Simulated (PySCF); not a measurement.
Species: C₇H₁₃PSi.
Numbering: `[CH3:1][CH2:2][c:3]1[cH:4][c:5]([CH3:6])[cH:7][p:8]1[SiH3:9]`

Structure used (GFN2-xTB), in Å, numbered top down from 1:
```
atom  x, y, z in Å
C1     0.537    2.913    0.855
C2     0.721    1.977   -0.339
C3     0.137    0.631   -0.051
C4    -1.024    0.141   -0.542
C5    -1.381   -1.162   -0.058
C6    -2.620   -1.861   -0.512
C7    -0.476   -1.667    0.814
P8     0.829   -0.500    1.175
Si9    2.426   -1.391   -0.118
H10   -0.522    3.039    1.074
H11    1.021    2.492    1.735
H12    0.970    3.890    0.649
H13    1.789    1.884   -0.556
H14    0.231    2.400   -1.220
H15   -1.639    0.666   -1.258
H16   -2.693   -2.848   -0.062
H17   -3.501   -1.283   -0.235
H18   -2.620   -1.969   -1.597
H19   -0.561   -2.618    1.313
H20    1.979   -1.747   -1.465
H21    2.899   -2.581    0.590
H22    3.489   -0.386   -0.195
```

NICS = −σ at a ghost point: NICS(0) at the centroid of the ring atoms, NICS(1) 1 Å to either side along the normal of their mean plane, zz for the tensor component along that normal. Level: GIAO PBE0/pcSseg-1 (PySCF, non-relativistic, gas phase) on the GFN2-xTB geometry, one conformer.

Ring bond lengths (Å), with Mayer bond orders in brackets: C3–C4 1.353 (1.65), C4–C5 1.435 (1.15), C5–C7 1.354 (1.66), C7–P8 1.788 (1.02), P8–C3 1.805 (0.99).

**Question.** Give the NICS values of each ring in ppm.

**Answer.** 
```csv
ring,type,NICS(0),"NICS(1), two faces","NICS(1)zz, two faces",rms pucker (Å),"centre to ring atoms, mean (Å)"
C3–C4–C5–C7–P8,5-membered ring with P; bonds drawn aromatic by RDKit's count,-5.9,-6.9 / -7.6,-14.6 / -16.9,0.03,1.31
```

**Question.** What can be read from them?

**Answer.** 
- C3–C4–C5–C7–P8: mean NICS(1)zz -15.7 ppm, shielded.

**Question.** How equal are the bonds by HOMA? HOMA = 1 − mean of α(R − Ropt)² over the ring bonds, with Krygowski's 1993 parameters (CC: Ropt 1.388 Å, α 257.7 Å⁻²; CP: Ropt 1.698 Å, α 118.91 Å⁻²).

**Answer.** 
- C3–C4–C5–C7–P8: HOMA 0.30; the largest term is that of P8–C3, α(R − Ropt)² = 1.36.

**Question.** At the first NICS(1) probe listed for ring C3–C4–C5–C7–P8, 1 Å off the ring, what do the in-plane components average?

**Answer.** The isotropic value is a third of the trace: (3 × -6.9 − (-14.6))/2 = -3.1 ppm.
